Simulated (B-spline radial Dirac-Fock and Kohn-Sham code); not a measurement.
System: the V atom, 1s2 2s2 2p6 3s2 3p6 3d3 4s2. The computed values come from a radial atomic solver: independent-particle photoionisation in a Dirac-Hartree-Slater potential with a Latter tail, all multipoles, thresholds from Dirac-Fock ΔSCF.

Question: Which of the sources Mg Kα (1253.6 eV), Al Kα (taken as 1486.9 eV), Ag Lα (2984.4 eV), Cr Kα (5414.7 eV), Cu Kα (8047.8 eV), Ga Kα (9251.7 eV), Mo Kα (17479.3 eV), Ag Kα (22162.9 eV) can ionise the 2s level, and how does the cross section change among them?

Answer: The computed threshold is 641.0 eV, so all of them can. Cross sections: Mg Kα 69.0 kb, Al Kα 50.4 kb, Ag Lα 12.2 kb, Cr Kα 3.11 kb, Cu Kα 1.17 kb, Ga Kα 0.817 kb, Mo Kα 0.149 kb, Ag Kα 0.0768 kb. From the first to the last it falls by a factor of 900.
